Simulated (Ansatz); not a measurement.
Ansatz (an electronic-structure program) input (HF/3-21G): The .json file is the Basis Set Exchange's 3-21G.

Ansatz 0.2 input:
```yaml
crystal:
  periodic: [false, false, false]
  atoms:
    - {symbol: N, position_ang: [-0.06159380, -0.03391092, -0.53967197]}
    - {symbol: N, position_ang: [-0.05542534, -0.00283141, 0.68101707]}
    - {symbol: H, position_ang: [0.81913392, 0.25719635, -0.98941563]}
basis:
  gaussian:
    orbitals: 3-21G.json
hamiltonian:
  xc: {name: HF}
magnetization: {spin_polarized: true, initial_magnetization: 1}
phonons: {temperatures: {t_min: 298.15, t_max: 298.15, t_step: 100}}
```

Output:

```
Functional definition: HF
integrals: 0.00 GiB planned
308 factors; integrals over basis functions are off by at most 3.2e-4 eV
mean field: 0.04 GiB planned
mean field evaluation 1: about -2959.4907 eV, gradient 9.1e0 eV
mean field evaluation 2: about -2959.4932 eV, gradient 9.1e0 eV
mean field evaluation 4: about -2960.0661 eV, gradient 2.6e0 eV
mean field evaluation 8: about -2960.1913 eV, gradient 6.7e-1 eV
mean field evaluation 16: about -2960.3332 eV, gradient 1.4e-4 eV
mean field -2960.33317639 eV, -108.7902376465 hartree, gradient 2.7e-5 eV, S^2 1.022482; 0 other end points of the search recorded, 0 dependent functions left out
the calculation of the forces begins
reference -2960.33317639 eV, -108.7902376465 hartree; 8, 7 occupied and 12, 13 virtual orbitals, 308 factors
these checks for a lower state are left out or cut short: stability, starts, cluster_reference, orbital_swaps, neighbouring_geometries, increment
integrals: 0.00 GiB planned
308 factors; integrals over basis functions are off by at most 3.2e-4 eV
mean field: 0.04 GiB planned
mean field evaluation 32: about -2960.3331 eV, gradient 1.7e-6 eV
mean field -2960.33307314 eV, -108.7902338522 hartree, gradient 1.7e-6 eV, S^2 1.022080; 0 other end points of the search recorded, 0 dependent functions left out
the calculation of the forces begins
reference -2960.33307314 eV, -108.7902338522 hartree; 8, 7 occupied and 12, 13 virtual orbitals, 308 factors
these checks for a lower state are left out or cut short: stability, starts, cluster_reference, orbital_swaps, neighbouring_geometries, increment
integrals: 0.00 GiB planned
308 factors; integrals over basis functions are off by at most 3.2e-4 eV
mean field: 0.04 GiB planned
mean field -2960.33307236 eV, -108.7902338234 hartree, gradient 1.7e-6 eV, S^2 1.022902; 0 other end points of the search recorded, 0 dependent functions left out
the calculation of the forces begins
reference -2960.33307236 eV, -108.7902338234 hartree; 8, 7 occupied and 12, 13 virtual orbitals, 308 factors
these checks for a lower state are left out or cut short: stability, starts, cluster_reference, orbital_swaps, neighbouring_geometries, increment
integrals: 0.00 GiB planned
308 factors; integrals over basis functions are off by at most 3.2e-4 eV
mean field: 0.04 GiB planned
mean field -2960.33312035 eV, -108.7902355869 hartree, gradient 1.8e-6 eV, S^2 1.027665; 0 other end points of the search recorded, 0 dependent functions left out
the calculation of the forces begins
reference -2960.33312035 eV, -108.7902355869 hartree; 8, 7 occupied and 12, 13 virtual orbitals, 308 factors
these checks for a lower state are left out or cut short: stability, starts, cluster_reference, orbital_swaps, neighbouring_geometries, increment
integrals: 0.00 GiB planned
308 factors; integrals over basis functions are off by at most 3.2e-4 eV
mean field: 0.04 GiB planned
mean field -2960.33311922 eV, -108.7902355455 hartree, gradient 2.0e-6 eV, S^2 1.017297; 0 other end points of the search recorded, 0 dependent functions left out
the calculation of the forces begins
reference -2960.33311922 eV, -108.7902355455 hartree; 8, 7 occupied and 12, 13 virtual orbitals, 308 factors
these checks for a lower state are left out or cut short: stability, starts, cluster_reference, orbital_swaps, neighbouring_geometries, increment
integrals: 0.00 GiB planned
308 factors; integrals over basis functions are off by at most 3.2e-4 eV
mean field: 0.04 GiB planned
mean field evaluation 64: about -2960.3332 eV, gradient 1.7e-6 eV
mean field -2960.33316546 eV, -108.7902372447 hartree, gradient 1.7e-6 eV, S^2 1.022604; 0 other end points of the search recorded, 0 dependent functions left out
the calculation of the forces begins
reference -2960.33316546 eV, -108.7902372447 hartree; 8, 7 occupied and 12, 13 virtual orbitals, 308 factors
these checks for a lower state are left out or cut short: stability, starts, cluster_reference, orbital_swaps, neighbouring_geometries, increment
integrals: 0.00 GiB planned
308 factors; integrals over basis functions are off by at most 3.2e-4 eV
mean field: 0.04 GiB planned
mean field -2960.33316532 eV, -108.7902372398 hartree, gradient 1.7e-6 eV, S^2 1.022373; 0 other end points of the search recorded, 0 dependent functions left out
the calculation of the forces begins
reference -2960.33316532 eV, -108.7902372398 hartree; 8, 7 occupied and 12, 13 virtual orbitals, 308 factors
these checks for a lower state are left out or cut short: stability, starts, cluster_reference, orbital_swaps, neighbouring_geometries, increment
integrals: 0.00 GiB planned
308 factors; integrals over basis functions are off by at most 3.2e-4 eV
mean field: 0.04 GiB planned
mean field -2960.33312121 eV, -108.7902356186 hartree, gradient 1.9e-6 eV, S^2 1.017213; 0 other end points of the search recorded, 0 dependent functions left out
the calculation of the forces begins
reference -2960.33312121 eV, -108.7902356186 hartree; 8, 7 occupied and 12, 13 virtual orbitals, 308 factors
these checks for a lower state are left out or cut short: stability, starts, cluster_reference, orbital_swaps, neighbouring_geometries, increment
integrals: 0.00 GiB planned
308 factors; integrals over basis functions are off by at most 3.2e-4 eV
mean field: 0.04 GiB planned
mean field -2960.33312164 eV, -108.7902356344 hartree, gradient 1.8e-6 eV, S^2 1.027750; 0 other end points of the search recorded, 0 dependent functions left out
the calculation of the forces begins
reference -2960.33312164 eV, -108.7902356344 hartree; 8, 7 occupied and 12, 13 virtual orbitals, 308 factors
these checks for a lower state are left out or cut short: stability, starts, cluster_reference, orbital_swaps, neighbouring_geometries, increment
integrals: 0.00 GiB planned
308 factors; integrals over basis functions are off by at most 3.2e-4 eV
mean field: 0.04 GiB planned
mean field evaluation 96: about -2960.3331 eV, gradient 1.7e-6 eV
mean field -2960.33308590 eV, -108.7902343211 hartree, gradient 1.7e-6 eV, S^2 1.022780; 0 other end points of the search recorded, 0 dependent functions left out
the calculation of the forces begins
reference -2960.33308590 eV, -108.7902343211 hartree; 8, 7 occupied and 12, 13 virtual orbitals, 308 factors
these checks for a lower state are left out or cut short: stability, starts, cluster_reference, orbital_swaps, neighbouring_geometries, increment
integrals: 0.00 GiB planned
308 factors; integrals over basis functions are off by at most 3.2e-4 eV
mean field: 0.04 GiB planned
mean field -2960.33308680 eV, -108.7902343539 hartree, gradient 1.7e-6 eV, S^2 1.022189; 0 other end points of the search recorded, 0 dependent functions left out
the calculation of the forces begins
reference -2960.33308680 eV, -108.7902343539 hartree; 8, 7 occupied and 12, 13 virtual orbitals, 308 factors
these checks for a lower state are left out or cut short: stability, starts, cluster_reference, orbital_swaps, neighbouring_geometries, increment
integrals: 0.00 GiB planned
308 factors; integrals over basis functions are off by at most 3.2e-4 eV
mean field: 0.04 GiB planned
mean field -2960.33315639 eV, -108.7902369116 hartree, gradient 1.7e-6 eV, S^2 1.022566; 0 other end points of the search recorded, 0 dependent functions left out
the calculation of the forces begins
reference -2960.33315639 eV, -108.7902369116 hartree; 8, 7 occupied and 12, 13 virtual orbitals, 308 factors
these checks for a lower state are left out or cut short: stability, starts, cluster_reference, orbital_swaps, neighbouring_geometries, increment
integrals: 0.00 GiB planned
308 factors; integrals over basis functions are off by at most 3.2e-4 eV
mean field: 0.04 GiB planned
mean field -2960.33315722 eV, -108.7902369420 hartree, gradient 1.7e-6 eV, S^2 1.022398; 0 other end points of the search recorded, 0 dependent functions left out
the calculation of the forces begins
reference -2960.33315722 eV, -108.7902369420 hartree; 8, 7 occupied and 12, 13 virtual orbitals, 308 factors
Total energy: -2960.33317639 eV, -108.7902376465 hartree
Atom 0 at    -0.061594    -0.033911    -0.539672 Å, force     0.000328     0.000109    -0.000158 eV/Å
Atom 1 at    -0.055425    -0.002831     0.681017 Å, force     0.000025     0.000007    -0.000053 eV/Å
Atom 2 at     0.819134     0.257196    -0.989416 Å, force    -0.000353    -0.000116     0.000210 eV/Å
Dipole moment:     0.372120     0.122427    -0.214045 e Å
Vibrations: 1050.51 1315.04 3227.99 cm⁻¹, zero-point energy 0.346755 eV
```

The blocks after the first are displaced geometries, from whose forces the wavenumbers follow.

The determinant is spin-contaminated: <S^2> is 1.02 against 0.75 for a pure state.
